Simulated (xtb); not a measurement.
C8H12Sn, SMILES C=[CH][Sn]([CH]=C)([CH]=C)[CH]=C. All values are semi-empirical tight-binding results from xtb (GFN2-xTB unless named), good for trends rather than for accurate numbers. Geometry: GFN2-xTB. The isomer is the one that the SMILES or the coordinates give; other isomers of the formula were not compared. The values are those of a single conformer.

Optimised geometry:

Bonds (Å): C1–C2 1.319, C1–H10 1.078, C1–H11 1.081, C2–Sn3 2.176, C2–H12 1.082, Sn3–C4 2.176, Sn3–C6 2.173, Sn3–C8 2.176, C4–C5 1.319, C4–H13 1.082, C5–H14 1.078, C5–H15 1.081, C6–C7 1.319, C6–H16 1.082, C7–H17 1.078, C7–H18 1.081, C8–C9 1.319, C8–H19 1.082, C9–H20 1.081, C9–H21 1.078. Angles (°): C2–C1–H10 122.2, C2–C1–H11 121.9, H10–C1–H11 115.8, C1–C2–Sn3 124.6, C1–C2–H12 119.2, Sn3–C2–H12 116.2, C2–Sn3–C4 109.1, C2–Sn3–C6 110.0, C2–Sn3–C8 109.1, C4–Sn3–C6 109.7, C4–Sn3–C8 109.6, C6–Sn3–C8 109.4, Sn3–C4–C5 124.7, Sn3–C4–H13 115.9, C5–C4–H13 119.4, C4–C5–H14 122.2, C4–C5–H15 121.9, H14–C5–H15 115.9, Sn3–C6–C7 124.9, Sn3–C6–H16 115.8, C7–C6–H16 119.3, C6–C7–H17 122.2, C6–C7–H18 121.9, H17–C7–H18 115.9, Sn3–C8–C9 124.8, Sn3–C8–H19 116.1, C9–C8–H19 119.1, C8–C9–H20 121.9, C8–C9–H21 122.3, H20–C9–H21 115.8.
Charge 0, spin multiplicity 1.

For metal compounds this method's bond lengths and energies can be far off.

Computed properties:
The orbital gap comes out as 4.42 eV. The zero-point energy comes out as 101.2 kcal/mol and the G − E(el) at 298.15 K (modified RRHO) is 74.7 kcal/mol.

Computed atomic charges and the Wiberg bond orders between heavy atoms:
charges (e) C1 -0.07, C2 -0.07, Sn3 0.11, C4 -0.07, C5 -0.07, C6 -0.07, C7 -0.07, C8 -0.07, C9 -0.07, H10 0.04, H11 0.04, H12 0.04, H13 0.04, H14 0.04, H15 0.04, H16 0.04, H17 0.04, H18 0.04, H19 0.04, H20 0.04, H21 0.04. Bond orders C1–C2 2.01, C2–Sn3 0.73, Sn3–C4 0.73, C4–C5 2.01, Sn3–C6 0.73, C6–C7 2.01, Sn3–C8 0.73, C8–C9 2.01.
